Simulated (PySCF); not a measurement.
C2H6Cl2Se.
Numbering: `[CH3:1][Se:2]([CH3:3])([Cl:4])[Cl:5]` (hydrogens: H6, H7, H8 on C1; H9, H10, H11 on C3)

Cartesian coordinates in Å at the PBE0-D3(BJ)/def2-SVP level; atoms count from 1:
```
atom  x, y, z in Å
C1    -1.2174    0.4133    1.3662
Se2    0.0108    1.5444    0.3936
C3     1.5743    0.3752    0.8279
Cl4   -1.9765    3.0942    0.2884
Cl5    0.7880    2.9677    1.8844
H6    -0.8207   -0.6095    1.4029
H7    -1.3067    0.8452    2.3709
H8    -2.1735    0.5130    0.8409
H9     1.4563   -0.5316    0.2137
H10    2.4847    0.9105    0.5284
H11    1.6182    0.1210    1.8951
```

All values: PBE0/def2-SVPD (PySCF, non-relativistic), on one gas-phase PBE0-D3(BJ)/def2-SVP geometry that isn't relaxed in the solvent. The solvent is an IEF-PCM continuum (cavity from Bondi-type radii × 1.2), and excitations are vertical TDDFT with non-equilibrium linear response and a frozen core. Only the electrostatic response of the medium enters. Spin–orbit coupling is left out although an atom past zinc is present.

Gas-phase singlets (H = HOMO, L = LUMO):

```
state  E (eV)  λ (nm)      f  leading configuration
   S1   2.563     484  0.002                H→L 91%
   S2   2.739     453  0.001              H-1→L 78%
   S3   3.114     398  0.030              H-2→L 79%
   S4   4.561     272  0.003              H-3→L 99%
   S5   4.740     262  0.004              H-4→L 98%
```

How does the list change in cyclohexane (ε = 2.017)?

```csv
state,E (eV),λ (nm),f,leading configuration,change by rank (eV)
S1,2.781,446,0.006,H→L 91%,+0.218
S2,3.013,412,0.004,H-1→L 78%,+0.274
S3,3.257,381,0.038,H-2→L 79%,+0.143
S4,4.625,268,0.005,H-3→L 99%,+0.064
S5,4.765,260,0.005,H-4→L 98%,+0.025
```

What are the lowest 5 singlets in chloroform (ε = 4.711)?

```
state  E (eV)  λ (nm)      f  leading configuration  change by rank (eV)
   S1   2.959     419  0.011                H→L 94%               +0.396
   S2   3.266     380  0.006              H-1→L 82%               +0.527
   S3   3.455     359  0.033              H-2→L 83%               +0.341
   S4   4.698     264  0.006              H-3→L 98%               +0.137
   S5   4.798     258  0.005              H-4→L 97%               +0.058
```

The ground-state energy changes by -0.431 eV from gas to chloroform. By how much does the total energy of gas-phase S3 change?

E(S3) = E(S0) + excitation energy, so it changes by -0.431 + 0.341 = -0.090 eV: it is lowered less than the ground state, which is what a blue shift means. This is the vertical state, with the slow part of the continuum still set for S0.

How do the frontier levels move from gas to chloroform?

```json
{"orbital": "LUMO+2", "gas (eV)": "0.02", "solvent (eV)": "0.50", "change (eV)": "+0.48", "Löwdin shares, gas": "Se2 35 %, H9 11 %, C3 10 %, H6 8 %", "Löwdin shares, solvent": "Se2 39 %, C3 13 %, H9 8 %, Cl5 7 %"}
{"orbital": "LUMO+1", "gas (eV)": "-0.65", "solvent (eV)": "-0.38", "change (eV)": "+0.27", "Löwdin shares, gas": "Se2 48 %, C1 21 %, Cl5 7 %, Cl4 6 %", "Löwdin shares, solvent": "Se2 49 %, C1 21 %, Cl4 7 %, Cl5 7 %"}
{"orbital": "LUMO", "gas (eV)": "-3.25", "solvent (eV)": "-3.10", "change (eV)": "+0.15", "Löwdin shares, gas": "Se2 43 %, Cl5 38 %, Cl4 8 %, C1 5 %", "Löwdin shares, solvent": "Se2 44 %, Cl5 38 %, Cl4 6 %, C1 5 %"}
{"orbital": "HOMO", "gas (eV)": "-7.07", "solvent (eV)": "-7.29", "change (eV)": "-0.22", "Löwdin shares, gas": "Cl4 74 %, Se2 14 %, C3 8 %", "Löwdin shares, solvent": "Cl4 64 %, Se2 19 %, C3 12 %"}
{"orbital": "HOMO-1", "gas (eV)": "-7.23", "solvent (eV)": "-7.61", "change (eV)": "-0.38", "Löwdin shares, gas": "Cl4 87 %, Cl5 6 %", "Löwdin shares, solvent": "Cl4 86 %, Cl5 9 %"}
{"orbital": "HOMO-2", "gas (eV)": "-7.39", "solvent (eV)": "-7.73", "change (eV)": "-0.34", "Löwdin shares, gas": "Cl4 78 %, Se2 8 %, C3 5 %", "Löwdin shares, solvent": "Cl4 86 %"}
{"orbital": "HOMO-3", "gas (eV)": "-9.42", "solvent (eV)": "-9.40", "change (eV)": "+0.02", "Löwdin shares, gas": "Cl5 70 %, Se2 11 %, Cl4 9 %, C3 6 %", "Löwdin shares, solvent": "Cl5 66 %, Cl4 12 %, Se2 11 %, C3 5 %"}
```

The HOMO–LUMO gap goes from 3.82 to 4.19 eV.

The run took 19 s on Arm Neoverse V2, one thread, no GPU (shared host), and the process peaked at 0.81 GiB of memory. This is the whole response run at PBE0/def2-SVPD in chloroform, SCF included.
